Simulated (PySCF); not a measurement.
SMILES F[SiH](F)O[SiH2]O[SiH3] (PBE0/def2-SVP optimised geometry):

```
13

Si    -1.474    -2.724     2.481
O     -0.323    -2.323     1.347
Si     0.208    -1.556     0.000
O     -0.316     0.029     0.000
Si    -0.990     1.217     0.876
F     -2.022     0.565     1.932
F      0.129     1.970     1.749
H     -1.290    -4.161     2.831
H     -1.292    -1.888     3.699
H     -2.844    -2.524     1.922
H      1.691    -1.556     0.000
H     -0.353    -2.190    -1.221
H     -1.691     2.190     0.030
```

Level of theory: PBE0/def2-TZVP in PySCF.

**Question.** What are the frontier orbital energies and the dipole moment?

**Answer.** HOMO-2 -9.61 eV, HOMO-1 -9.12 eV, HOMO -8.80 eV, LUMO -0.02 eV, LUMO+1 0.52 eV; dipole moment 1.38 D.

On the same geometry PBE/def2-TZVP run with PySCF 2.14.0 gives HOMO-2 -8.15 eV, HOMO-1 -7.69 eV, HOMO -7.39 eV, LUMO -0.91 eV, LUMO+1 -0.38 eV; dipole moment 1.27 D.

Meta-Löwdin charges at PBE0/def2-TZVP: Si1 0.74, O2 -0.84, Si3 1.10, O4 -0.83, Si5 1.50, F6 -0.50, F7 -0.50, H8 -0.11, H9 -0.10, H10 -0.11, H11 -0.12, H12 -0.12, H13 -0.12.
